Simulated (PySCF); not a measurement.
Calculated NMR parameters of CC#C[Si@H]1C[C@H](F)C1

```
Formula                               : C6H9FSi
SMILES                                : CC#C[Si@H]1C[C@H](F)C1
InChI                                 : InChI=1S/C6H9FSi/c1-2-3-8-4-6(7)5-8/h6,8H,4-5H2,1H3/t6-,8-
Point group of the computed structure : C1
Degrees of unsaturation               : 3
Carbon signals                        : 5
Proton signals                        : 5
```

Atoms are numbered as in `[CH3:1][C:2]#[C:3][Si@H:4]1[CH2:5][C@H:6]([F:7])[CH2:8]1` (H(Xn): hydrogen on atom n). Ha(C5), Ha(C8) are cis to C3 on the ring; Hb(C5), Hb(C8) are trans to C3 on the ring.

All values are calculated (PySCF): PBE0/pcSseg-1 with gauge-including orbitals, geometry from GFN2-xTB. A single conformation, relativity neglected, one averaged value for each set of equivalent atoms, no solvent.

Referencing at the same level of theory: TMS for 1H, 13C, 29Si; 19F vs CFCl3.

| carbon | δC, type | δH (multiplicity) | HMBC from (2–3 bonds) | span of the C tensor (ppm) |
| --- | --- | --- | --- | --- |
| C1 | 6.0, CH3 | 2.12 (s) | – | 25 |
| C2 | 116.1, C | – | H(Si4), H(C1) | 283 |
| C3 | 84.0, C | – | H(Si4), H(C1), Ha(C5)/Ha(C8), Hb(C5)/Hb(C8) | 252 |
| C5/C8 | 27.9, CH2 | Ha(C5) 2.06 (m); Hb(C5) 1.92 (m) | H(C6), H(Si4), Ha(C5)/Ha(C8), Hb(C5)/Hb(C8) | 54 |
| C6 | 90.4, CH | 5.40 (m) | H(Si4), Ha(C5)/Ha(C8), Hb(C5)/Hb(C8) | 89 |

Other nuclei:
| atoms | nucleus | environment | δ (ppm) | σ (ppm) |
| --- | --- | --- | --- | --- |
| H(Si4) | 1H | hydrogen on a silicon bonded to 3 C, in a 4-membered ring | 4.98 | 26.73 |
| F7 | 19F | fluorine on an sp3 carbon | -159.3 | 330.2 |
| Si4 | 29Si | silicon bonded to 3 C, H, in a 4-membered ring | -63.5 | 412.6 |

- Carbon types of the structure: 2 × C, 1 × CH, 2 × CH2, 1 × CH3, leaving 1 H on heteroatoms.
- δC 116.1, 84.0: alkyne carbon.
- δC 90.4: sp3 CH bonded to F; pulled downfield by the heteroatom.
- δC 6.0: propargylic methyl carbon; a saturated carbon with 1 carbon neighbour and no heteroatom attached.
- δH 5.40: hydrogen on an sp3 CH bonded to F; its carbon carries F, an electronegative neighbour.
- δH 4.98: hydrogen on a silicon bonded to 3 C, in a 4-membered ring.

Splittings by 19F in the carbon and heteronuclear signals aren't shown, as no couplings were computed. Shifts are as computed. Against solution values, carbons near 30 ppm lie about +3 ppm off and those near 130 ppm about +5 ppm. Of 1211 compounds with measured shifts, 218 miss one by over three times the rms of a fit or turn the order of signals round; such compounds aren't used in these exercises. Unscaled 19F shifts against computed CFCl3 carry errors that often reach 10 to 50 ppm. Multiplicities follow the n + 1 count of equivalent neighbours, as no J values were calculated; m marks all less simple cases, F and P coupling included.
